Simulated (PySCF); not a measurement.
## Bond curve of ReO

Set-up: Re def2-TZVPP with ECP60, O def2-TZVPP; scalar-relativistic core potentials (PySCF 2.14). Energies in eV from Re (5d5 6s2) + O in their ground configurations at the same level. State: ⁶Σ⁺ (sextet), unpaired electrons σ ↑, π ↑↑, δ ↑↑.

All columns are PBE0. A positive dipole means Re(−)O(+).

```json
{"R (Å)": "1.490", "E (eV)": "-2.923", "μ (D)": "-1.28", "Mulliken charge on Re (basis-dependent)": "0.40", "HOMO (eV)": "-5.07", "LUMO (eV)": "-2.94", "Mayer bond order": "2.35", "⟨S²⟩": "8.76"}
{"R (Å)": "1.559", "E (eV)": "-4.106", "μ (D)": "-1.99", "Mulliken charge on Re (basis-dependent)": "0.42", "HOMO (eV)": "-5.32", "LUMO (eV)": "-2.95", "Mayer bond order": "2.28", "⟨S²⟩": "8.76"}
{"R (Å)": "1.628", "E (eV)": "-4.755", "μ (D)": "-2.66", "Mulliken charge on Re (basis-dependent)": "0.44", "HOMO (eV)": "-5.57", "LUMO (eV)": "-2.98", "Mayer bond order": "2.23", "⟨S²⟩": "8.76"}
{"R (Å)": "1.680", "E (eV)": "-4.981", "μ (D)": "-3.11", "Mulliken charge on Re (basis-dependent)": "0.46", "HOMO (eV)": "-5.74", "LUMO (eV)": "-3.01", "Mayer bond order": "2.19", "⟨S²⟩": "8.76"}
{"R (Å)": "1.732", "E (eV)": "-5.039", "μ (D)": "-3.52", "Mulliken charge on Re (basis-dependent)": "0.47", "HOMO (eV)": "-5.91", "LUMO (eV)": "-3.04", "Mayer bond order": "2.16", "⟨S²⟩": "8.76"}
{"R (Å)": "1.784", "E (eV)": "-4.967", "μ (D)": "-3.91", "Mulliken charge on Re (basis-dependent)": "0.48", "HOMO (eV)": "-6.06", "LUMO (eV)": "-3.07", "Mayer bond order": "2.12", "⟨S²⟩": "8.77"}
{"R (Å)": "1.853", "E (eV)": "-4.726", "μ (D)": "-4.36", "Mulliken charge on Re (basis-dependent)": "0.50", "HOMO (eV)": "-6.24", "LUMO (eV)": "-3.12", "Mayer bond order": "2.08", "⟨S²⟩": "8.78"}
{"R (Å)": "1.940", "E (eV)": "-4.268", "μ (D)": "-4.84", "Mulliken charge on Re (basis-dependent)": "0.52", "HOMO (eV)": "-6.43", "LUMO (eV)": "-3.17", "Mayer bond order": "2.03", "⟨S²⟩": "8.79"}
{"R (Å)": "2.044", "E (eV)": "-3.604", "μ (D)": "-5.28", "Mulliken charge on Re (basis-dependent)": "0.54", "HOMO (eV)": "-6.56", "LUMO (eV)": "-3.22", "Mayer bond order": "1.93", "⟨S²⟩": "8.84"}
{"R (Å)": "2.182", "E (eV)": "-2.715", "μ (D)": "-5.55", "Mulliken charge on Re (basis-dependent)": "0.55", "HOMO (eV)": "-6.55", "LUMO (eV)": "-3.27", "Mayer bond order": "1.63", "⟨S²⟩": "9.03"}
```

A fit through these points gives, at Re = 1.727 Å, μ = -3.49 D and dμ/dR = -7.73 D/Å; the reduced mass is 14.73 u.

Task: How strong is the fundamental in the double-harmonic approximation, I = 42.26·(dμ/dR)²/μred km/mol?

Result: I = 42.26·(-7.73)²/14.73 = 171 km/mol at PBE0.

The metal atom is held in its measured ground configuration; semilocal functionals can put another filling of s and d lower by some tenths of an eV, and De to that atom would be smaller. ⟨S²⟩ of the unrestricted solution departs from its pure value on part of the curve, where spin states mix. These are scalar-relativistic numbers at best; spin–orbit coupling would shift them, the dissociation energy most. With d or f electrons several states lie close, and the lowest PBE0 determinant need not be the measured ground state.
